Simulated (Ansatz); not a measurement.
## A family of molecules: the atomisation energy (no zero-point term)

One atom is swapped for its congeners: C6H15AlO3 `CC[O][Al]([O]CC)[O]CC`; C6H15GaO3 `CC[O][Ga]([O]CC)[O]CC`; C6H15InO3 `CC[O][In]([O]CC)[O]CC`. All are singlets with charge 0.

Shapes, held fixed at every level: PBE0-D4/def2-TZVP. Flexible molecules stand in one conformer, not always the lowest. Programs: Ansatz 0.2.0. Values in eV.

| level | C6H15AlO3 | C6H15InO3 |
| --- | --- | --- |
| HF/def2-SVP | 78.16 | 72.48 |
| PBE-D4/def2-TZVPP | 105.88 | 101.07 |
| wB97M-V/def2-TZVPP | 104.33 | 99.17 |
| wB97X-V/def2-TZVPP | 104.22 | 99.22 |
| MP2/def2-SVP | 100.72 | 95.71 |
| CCSD(T)/def2-TZVPP | 101.73 | 96.79 |

Q: Estimate the column for C6H15GaO3 from its neighbours.

A: The mean of the neighbours at CCSD(T)/def2-TZVPP is 99.26 eV, against 99.02 from the run. All rows: HF/def2-SVP 75.01; PBE-D4/def2-TZVPP 103.05; wB97M-V/def2-TZVPP 101.17; wB97X-V/def2-TZVPP 101.27; MP2/def2-SVP 98.04; CCSD(T)/def2-TZVPP 99.02 eV. At CCSD(T)/def2-TZVPP the atomisation energy falls at every step, from 101.73 to 96.79 eV. Every level shows the same order. For atoms past krypton def2 sets carry core potentials with scalar relativity. Relativity is left out for Ga unless named. Correlated rows may include outer-core shells of Ga, In, which these sets cover unevenly. Spin-orbit coupling, which grows down the group, is left out (summed over each molecule's free atoms 0.06, 0.12, 0.23 eV).
